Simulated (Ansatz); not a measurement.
`C[BH][AlH][SiH2]C` from Hartree–Fock to CCSD(T)

```xyz
15

C     2.738    0.561   -0.285
B     1.412    1.237   -0.748
Al   -0.281    0.276   -1.601
Si   -2.001   -0.792   -0.189
C    -1.651   -0.700    1.662
H     2.963   -0.429   -0.684
H     3.618    1.204   -0.377
H     2.591    0.436    0.803
H     1.320    2.414   -0.497
H    -0.501    0.235   -3.184
H    -2.142   -2.230   -0.578
H    -3.336   -0.171   -0.456
H    -1.590    0.339    1.994
H    -2.437   -1.195    2.237
H    -0.701   -1.184    1.902
```

The species carries charge 0 and has multiplicity 1. All single points use the PBE0-D4/def2-TZVP geometry. It is one conformer, not always the lowest. Frozen core, restricted reference, Ansatz 0.2.0. CBS rows extrapolate triple and quadruple zeta; past MP2 they add the triple-zeta difference.

| basis | HF (Eh) | MP2 corr. | CCSD corr. | (T) | CCSD(T) total |
| --- | --- | --- | --- | --- | --- |
| def2-TZVPP | -637.11589 | ? | -0.73473 | -0.02686 | ? |
| def2-QZVPP | -637.13668 | ? | – | – | – |
| CBS(def2) | ? | -0.73289 | ? | as TZ | ? |

(1) Fill in the withheld values. (Estimate.)

Answers

(1) Computed: def2-TZVPP MP2 corr.: -0.65769; def2-TZVPP CCSD(T) total: -637.87748; def2-QZVPP MP2 corr.: -0.70089; CBS(def2) HF (Eh): -637.13954; CBS(def2) CCSD corr.: -0.80993; CBS(def2) CCSD(T) total: -637.97633.
